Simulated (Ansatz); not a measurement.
C₂H₅GaO from Hartree–Fock to CCSD(T)

Z-matrix (Å, degrees):
```
C
O 1 1.392
C 1 1.515 2 112.4
H 1 1.099 2 109.2 3 -121.8
H 1 1.099 2 109.2 3 121.8
Ga 2 1.787 1 162.9 3 0.4
H 3 1.094 1 110.7 2 -180.0
H 3 1.093 1 110.6 2 60.0
H 3 1.093 1 110.6 2 -60.0
```

Total charge 0; spin multiplicity 1. Correlated methods include outer-core shells of Ga, which these sets cover unevenly. Scalar relativity is left out up to krypton. The bonds changed during the relaxation, so this is another structure than the one it started from. The structure was optimised at the PBE0-D4/def2-TZVP level. Frozen core, restricted reference, Ansatz 0.2.0.

```tsv
basis	HF (Eh)	MP2 corr.	CCSD corr.	(T)	CCSD(T) total
def2-SVP	-2076.42201	-0.66401	-0.69180	-0.02157	-2077.13538
def2-TZVPP	-2076.84900	-0.78926	-0.81107	-0.03326	-2077.69333
def2-QZVPP	-2076.89663	-1.07904	–	–	–
```
